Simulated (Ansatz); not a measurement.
System: NCO, charge -1, singlet. NCO- (SMILES O=C=[N-]).
B3LYP-D3(BJ)/def2-TZVP minimum from Ansatz (a quantum-chemistry and plane-wave program):
```
C
N 1 1.1864
O 1 1.2258 2 180.00
```
Charge -1, spin multiplicity 1.

Total energies in aug-cc-pVTZ, 16 correlated electrons, 3 frozen orbitals. Radicals and triplets start from unrestricted determinants; spin-orbit coupling is neglected. Cores are frozen in correlated methods. No relativity.

| method | program | energy (Eh) | minus CCSDT(Q) (mEh) |
|---|---|---|---|
| HF | Ansatz | -167.27401 | 621.02 |
| MP2 | Ansatz | -167.87128 | 23.75 |
| CCSD | Ansatz | -167.86177 | 33.26 |
| CCSD(T) | Ansatz | -167.89318 | 1.85 |
| CCSDT(Q) | Ansatz | -167.89503 | 0.00 |

Rough core times of Ansatz's runs on a shared machine: CCSD(T) 30 s, CCSDT(Q) 30 min.
